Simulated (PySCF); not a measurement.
**Ionisation energy of Ho⁺ by level of theory**

Ho⁺ [Xe] 4f11 6s1 [4f5/2^6 4f7/2^5 6s1/2^1, M_J = 8] → Ho²⁺ [Xe] 4f11 [4f5/2^6 4f7/2^5, M_J = 15/2], as a difference of total energies. Calculation: PySCF 2.14, in x2c-SVPall-2c (7s10p9d3f1g, 112 functions); the two-component X2C-1e Hamiltonian. Correlated levels: [Ar] 3d10 frozen; the 16 highest virtual spinors dropped. "Screened" scales the spin-orbit matrix elements by Boettger's factors to mimic the two-electron term; Breit and QED terms are absent.

```json
{"method": "GHF (spin-free)", "ionisation energy (eV)": "10.869"}
{"method": "GMP2 (spin-free)", "ionisation energy (eV)": "11.585"}
{"method": "GHF (screened spin-orbit)", "ionisation energy (eV)": "10.871"}
{"method": "GMP2 (screened spin-orbit)", "ionisation energy (eV)": "11.585"}
```

**Question.** How much does correlation contribute at GMP2 (screened spin-orbit)?

**Answer.** 11.585 − (10.871) = 0.714 eV, measured against GHF (screened spin-orbit).

The spin-free rows relax to the high-spin LS determinant and lack the spin-orbit shift.

Errors of the correlated levels include the incompleteness of this basis and the frozen core.

The labels give the starting determinants; with spin-orbit coupling the two ends relaxed to ⟨J²⟩ = 72.01, ⟨L²⟩ = 42.38, ⟨S²⟩ = 6.01 and ⟨J²⟩ = 63.76, ⟨L²⟩ = 42.39, ⟨S²⟩ = 3.77.

For comparison: 11.781 ± 0.02 eV (semi-empirical (NIST evaluation); NIST Atomic Spectra Database, ionization energies).
